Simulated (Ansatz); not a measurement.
A nudged elastic band was laid between two geometries of FH₄SbSiTe (8 atoms, charge 0, multiplicity 1).

Level of theory: Ansatz, RKS PBE0/def2-SVP.

```
movable images  : 7
climbing image  : yes
spring          : 5.0 eV/Å²
optimiser       : quadratic models (default)
start path      : IDPP
force threshold : 0.05 eV/Å
iteration limit : 59
end points      : relaxed
```

First end point:

```xyz
8
Properties=species:S:1:pos:R:3
F -2.399 1.042 -0.450
Sb -0.904 0.575 -1.614
Si 0.623 0.064 0.431
Te 0.017 -2.102 1.542
H -0.262 2.178 -1.672
H 0.417 1.104 1.481
H 2.057 0.056 0.002
H 0.543 -2.975 0.224
```

Last end point:

```xyz
8
Properties=species:S:1:pos:R:3
F -1.403 -0.726 -1.572
Sb -1.068 1.128 -1.025
Si 0.668 0.389 0.783
Te -0.214 -1.779 1.661
H 0.186 1.367 -2.184
H 0.673 1.379 1.904
H 2.058 0.293 0.239
H -0.807 -2.106 0.138
```

(1) Which bonds break or form, and what moves?

(2) What energy profile does the band end with?

(3) What is the geometry of the highest image?

Answers

(1) No bond is made or broken. The height of Sb2 over the plane of its neighbours goes from 1.11 to -1.11 Å.

(2) The forces met the threshold. The highest image is number 4 of 0 to 8, 204.4 kJ/mol above the first end and 211.0 kJ/mol above the last; the last end lies 6.7 kJ/mol below the first. Neighbouring images differ by up to 2.0 eV, so the band resolves the path poorly. A vibrational analysis at the climbing image gives one clearly imaginary mode, 766i cm⁻¹: a first-order saddle point.

```
image  path coordinate (Å)  energy (kJ/mol)  height of Sb2 over the plane of its neighbours (Å)
    0                 0.00              0.0                                                1.11
    1                 0.53              1.3                                                1.09
    2                 1.06             12.6                                                0.97
    3                 1.58             76.9                                                0.61
    4                 2.11            204.4                                                0.02
    5                 3.20              9.5                                               -0.98
    6                 4.30             -0.7                                               -1.10
    7                 5.40             -4.2                                               -1.11
    8                 6.50             -6.7                                               -1.11
```

(3) 
```xyz
8
Properties=species:S:1:pos:R:3
F -2.534 1.187 -1.031
Sb -0.604 0.984 -1.140
Si 0.630 0.092 0.806
Te 0.017 -2.188 1.622
H -0.239 1.565 -2.661
H 0.485 0.942 2.021
H 1.983 0.223 0.189
H 0.354 -2.863 0.139
```

Run time: 7.2 min on 2 threads of Arm Neoverse V1 (shared host), peak memory 0.28 GiB.
